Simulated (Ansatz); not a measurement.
Total energies of `C[Si](C)(C)C#Cc1ccc(-c2ccc(-c3ccc(C#C[Si](C)(C)C)[se]3)[se]2)[se]1` from Ansatz at PBE0-D4/def2-TZVP, gas phase (1 Eh = 27.2114 eV = 2625.5 kJ/mol). The reference geometry is relaxed at PBE-D4/def2-SVP.

```json
{"state": "charge 0 singlet", "geometry": "reference", "energy (Eh)": "-8634.65762"}
{"state": "charge 1 doublet", "geometry": "reference", "energy (Eh)": "-8634.41894"}
{"state": "charge -1 doublet", "geometry": "reference", "energy (Eh)": "-8634.71791"}
{"state": "free C atom (triplet)", "geometry": "–", "energy (Eh)": "-37.80537"}
{"state": "free Si atom (triplet)", "geometry": "–", "energy (Eh)": "-289.24943"}
{"state": "free Se atom (triplet)", "geometry": "–", "energy (Eh)": "-2401.20505"}
{"state": "free H atom (doublet)", "geometry": "–", "energy (Eh)": "-0.50104"}
```

Single mean-field runs in def2-TZVP are fitted with def2-universal-jkfit.

Q: Work out the vertical ionisation energy to the doublet.

A: E(charge 1 doublet) − E(charge 0 singlet) = -8634.41894 − (-8634.65762) = 0.23868 Eh = 6.49 eV. For comparison, −ε of the highest occupied level is 5.46 eV at this level, 1.03 eV less.

Q: Work out the vertical electron affinity, to the doublet.

A: E(charge 0 singlet) − E(charge -1 doublet) = -8634.65762 − (-8634.71791) = 0.06029 Eh = 1.64 eV. The basis lacks diffuse functions, which makes affinities too small.

Q: Give the fundamental gap IE − EA, the Mulliken electronegativity (IE + EA)/2 and the hardness (IE − EA)/2.

A: From the values in Eh: IE − EA = 0.23868 − 0.06029 = 0.17839 Eh = 4.85 eV; (IE + EA)/2 = 4.07 eV; (IE − EA)/2 = 2.43 eV. The HOMO–LUMO gap of the same run is 2.87 eV, 1.98 eV smaller than the fundamental gap.

Q: What is the binding energy per atom against free atoms?

A: Atoms: 22 × (-37.80537) + 2 × (-289.24943) + 3 × (-2401.20505) + 24 × (-0.50104) = -8625.85711 Eh. Binding: -8625.85711 − (-8634.65762) = 8.80051 Eh = 239.47 eV, or 4.70 eV for each of 51 atoms (no zero-point energy, no counterpoise term).
